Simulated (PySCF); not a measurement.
I₄Ta (SMILES [I][Ta+]([I])([I])[I]), charge +1, singlet, at a GFN2-xTB geometry (such geometries of metal compounds can be far from the true shape) (the multiplicity is a formal guess) (core potentials on I, Ta); DF-WB97X/def2-SVP run with PySCF.

PySCF was given this input:
```python
from pyscf import gto, scf, dft

mol = gto.Mole()
mol.atom = '''
    Ta   -0.000000    0.000000    0.000000
    I     2.110035   -0.609754   -1.508469
    I     0.788694    0.387424    2.515430
    I    -1.140795    2.222968   -0.925489
    I    -1.757935   -2.000638   -0.081473
'''
mol.basis = 'def2-svp'
mol.ecp = {'I': 'def2-svp', 'Ta': 'def2-svp'}
mol.charge = 1
mol.spin = 0
mol.verbose = 4
mol.build()

mf = dft.RKS(mol)
mf.xc = 'wb97x'
mf.grids.becke_scheme = dft.gen_grid.stratmann
mf = mf.density_fit(auxbasis='def2-universal-jkfit')
mf.kernel()
```

Task: Predict the main parts of the log of this PySCF run.

Result: 
```
PySCF version 2.14.0

[INPUT] verbose = 4
[INPUT] num. atoms = 5
[INPUT] num. electrons = 112
[INPUT] charge = 1
[INPUT] spin (= nelec alpha-beta = 2S) = 0
[INPUT] symmetry False subgroup None
[INPUT] Mole.unit = angstrom
[INPUT] Symbol           X                Y                Z      unit          X                Y                Z       unit  Magmom
[INPUT]  1 Ta     0.000000000000   0.000000000000   0.000000000000 AA    0.000000000000   0.000000000000   0.000000000000 Bohr   0.0
[INPUT]  2 I      2.110035000000  -0.609754000000  -1.508469000000 AA    3.987388263247  -1.152268063358  -2.850593277397 Bohr   0.0
[INPUT]  3 I      0.788694000000   0.387424000000   2.515430000000 AA    1.490415656088   0.732125254083   4.753473785515 Bohr   0.0
[INPUT]  4 I     -1.140795000000   2.222968000000  -0.925489000000 AA   -2.155790114273   4.200800703672  -1.748920741298 Bohr   0.0
[INPUT]  5 I     -1.757935000000  -2.000638000000  -0.081473000000 AA   -3.322015694787  -3.780657894398  -0.153961656547 Bohr   0.0

nuclear repulsion = 714.256212027673
number of shells = 52
number of NR pGTOs = 301
number of NR cGTOs = 136
basis = def2-svp
ecp = {'I': 'def2-svp', 'Ta': 'def2-svp'}

******** <class 'pyscf.df.df_jk.DFRKS'> ********
method = DFRKS
initial guess = minao
damping factor = 0
level_shift factor = 0
DIIS = <class 'pyscf.scf.diis.CDIIS'>
diis_start_cycle = 1
diis_space = 8
diis_damp = 0
SCF conv_tol = 1e-09
SCF conv_tol_grad = None
SCF max_cycles = 50
direct_scf = False
XC library pyscf.dft.libxc version 7.1.2
    S. Lehtola, C. Steigemann, M. J. T. Oliveira, and M. A. L. Marques,  SoftwareX 7, 1–5 (2018)
XC functionals = wb97x
    J.-D. Chai and M. Head-Gordon,  J. Chem. Phys. 128, 084106 (2008)
radial grids:
    Treutler-Ahlrichs [JCP 102, 346 (1995); DOI:10.1063/1.469408] (M4) radial grids

becke partition: Stratmann, Scuseria, Frisch. CPL, 257, 213 (1996); DOI:10.1016/0009-2614(96)00600-8
pruning grids: <function nwchem_prune>
grids dens level: 3
symmetrized grids: False
atomic radii adjust function: <function treutler_atomic_radii_adjust>
small_rho_cutoff = 0
Set gradient conv threshold to 3.16228e-05
Initial guess from minao.
tot grids = 111840
******** <class 'pyscf.df.df.DF'> ********
auxbasis = def2-universal-jkfit
Create RSH-DF object <pyscf.df.df.DF object> for omega=0.3
******** <class 'pyscf.df.df.DF'> ********
auxbasis = auxmol.basis = def2-universal-jkfit
init E= -1107.03719115714
  HOMO = -2.00906476224319  LUMO = -1.74493353938867  gap/eV = 7.18738
cycle= 1 E= -1243.9008666474  delta_E= -137  |g|= 5.15  |ddm|= 17.9
  HOMO = -0.279902257575848  LUMO = -0.241188102364609  gap/eV = 1.05347
cycle= 2 E= -1241.58730845929  delta_E= 2.31  |g|= 5.16  |ddm|= 12.3
  HOMO = -0.338101081505617  LUMO = 0.0331791772245991  gap/eV = 10.10305
cycle= 3 E= -1246.16669351154  delta_E= -4.58  |g|=  2.1  |ddm|= 6.69
  HOMO = -0.524734340551694  LUMO = -0.340339144781621  gap/eV = 5.01765
cycle= 4 E= -1247.76119980511  delta_E= -1.59  |g|= 0.76  |ddm|= 3.43
  HOMO = -0.51707681569043  LUMO = -0.254304589826464  gap/eV = 7.15040
cycle= 5 E= -1247.91975952417  delta_E= -0.159  |g|= 0.158  |ddm|= 0.653
  HOMO = -0.523519444348924  LUMO = -0.240649490243544  gap/eV = 7.69728
cycle= 6 E= -1247.92740322221  delta_E= -0.00764  |g|= 0.0174  |ddm|= 0.173
  HOMO = -0.522149048584997  LUMO = -0.239403926186863  gap/eV = 7.69389
cycle= 7 E= -1247.92759382041  delta_E= -0.000191  |g|= 0.0128  |ddm|= 0.0415
  HOMO = -0.522495279104646  LUMO = -0.240600631654771  gap/eV = 7.67074
cycle= 8 E= -1247.92767817349  delta_E= -8.44e-05  |g|= 0.00187  |ddm|= 0.033
  HOMO = -0.522565144733154  LUMO = -0.240314521406064  gap/eV = 7.68043
cycle= 9 E= -1247.92768274572  delta_E= -4.57e-06  |g|= 0.00108  |ddm|= 0.00791
  HOMO = -0.522553516990261  LUMO = -0.240149077190691  gap/eV = 7.68462
cycle= 10 E= -1247.92768330221  delta_E= -5.56e-07  |g|= 0.000134  |ddm|= 0.00246
  HOMO = -0.522559165093671  LUMO = -0.240137285659925  gap/eV = 7.68509
cycle= 11 E= -1247.927683309  delta_E= -6.79e-09  |g|= 3.22e-05  |ddm|= 0.000252
  HOMO = -0.522561154310412  LUMO = -0.240133597007278  gap/eV = 7.68525
cycle= 12 E= -1247.92768331009  delta_E= -1.09e-09  |g|= 1.29e-05  |ddm|= 0.000123
  HOMO = -0.522560479333405  LUMO = -0.240133085178053  gap/eV = 7.68524
cycle= 13 E= -1247.92768331029  delta_E= -2.07e-10  |g|= 2.86e-06  |ddm|= 5.04e-05
  HOMO = -0.522560798077511  LUMO = -0.240133578708445  gap/eV = 7.68524
Extra cycle  E= -1247.9276833103  delta_E= -2.27e-12  |g|= 1.81e-06  |ddm|= 8.03e-06
converged SCF energy = -1247.9276833103
```
